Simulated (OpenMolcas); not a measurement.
**Cr3+: effect of the ligand basis**

Cr3+ with 4 ligands (chloride) in tetrahedral coordination (Td) at 2.25 Å. A charge of +0.25 e stands 3.2 Å behind each ligand.

- Program: OpenMolcas
- Method: CASSCF
- Spin-orbit coupling: state interaction with AMFI integrals over the reference wave functions

Fixed: metal basis ANO-RCC-VTZP, active space 3 electrons in 5 orbitals (3d), DKH2 Hamiltonian.

States (labels of Td). Energies in cm-1 above the lowest state or level, χT in cm3 K/mol; under a threefold ground state the first gap can be a small split of the lowest multiplet, not the spin-orbit step.

```csv
Run,Ligand basis,Ground state,First state of that spin,First gap with spin-orbit (degeneracies),χT at 300 K,First state of another spin,Cost
A,ANO-RCC-VDZP,4T1,4T2 4776,"24.2 (4, 2)",1.472,2E 13350,roughly 30 core-seconds
B,ANO-RCC-VTZP,4T1,4T2 4776,"24.4 (4, 2)",1.469,2E 13379,roughly 2.7 core-minutes
```

Against A, the first state of the same spin changes by 0 % in B.

Costs are those of the RASSCF and RASSI steps.

An orbital triplet at a regular site is open to Jahn-Teller coupling, which can distort the site and quench the lowest spin-orbit gaps and is left out. Without dynamic correlation the repulsion within the d shell is too large (B by tens of per cent), so at a given field states of lower spin stand too high. Ligand-to-metal charge-transfer states are missing. With no ligand orbital active B as a rule stays too high, so bands that hang on it stand too high and its fall with covalency is understated. With metal d orbitals alone and no dynamic correlation the field as a rule comes out too small, by tens of per cent, by up to half for chloride and softer ligands. No measured value stands beside these numbers; the geometry is a model, was not optimised and need not be the one that this ion takes.
